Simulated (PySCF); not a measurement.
Energy profile

The step: SiNH₃F₂ ([NH2][SiH]([F])[F]) + H₂ → SiH₂F₂ ([F][SiH2][F]) + NH₃; bonds formed: Si1–H7, N2–H6; bonds broken: Si1–N2, H6–H7 (atoms numbered as in the saddle structure below).

Si1  (-0.704, -0.311, -0.112)
N2  (1.062, 0.220, -0.065)
F3  (-0.484, -1.662, -0.982)
F4  (-1.224, -0.999, 1.229)
H5  (-1.561, 0.416, -1.064)
H6  (0.384, 1.115, 0.436)
H7  (-0.671, 1.218, 0.809)
H8  (1.602, -0.218, 0.674)
H9  (1.597, 0.222, -0.927)
(Å)

Electronic energies by CCSD(T) at an estimated basis limit (MP2 extrapolated from triple and quadruple zeta, plus CCSD(T) − MP2 in triple zeta), on PBE0-D4/def2-TZVP structures; SiNH₅F₂, singlet; no counterpoise correction. PySCF 2.14 with density fitting (its default auxiliary sets; JK sets also for MP2 and CCSD(T)); basis: def2-TZVPP and def2-QZVPP; cores frozen in the correlated methods. Extrapolation: Hartree–Fock as exp(−7.88 √X), correlation as X^−2.97.

Q: Give the profile in kcal/mol, counted from the separated reactants. (Judge from chemistry; the value comes from the calculation.)

A: Computed:
```csv
point,kcal/mol
"separated: SiNH₃F₂ (linked as [NH2][SiH]([F])[F]; Si1, N2, F3, F4, H5, H8, H9; singlet) + H₂ (H6, H7; singlet)",0.00
start structure,-0.43
saddle,50.42
end structure,7.61
"separated: SiH₂F₂ (linked as [F][SiH2][F]; Si1, F3, F4, H5, H7; singlet) + NH₃ (N2, H6, H8, H9; singlet)",13.81
```

The T1 diagnostic stays at or below 0.012.

For scale, one of the runs: CCSD(T)/def2-TZVPP, 205 basis functions, launched by `OMP_NUM_THREADS=4 python run.py`. Time: 8.1 min of wall clock on 4 CPU threads of an Arm Neoverse V2; the host was shared. Peak host memory: 3.1 GiB.
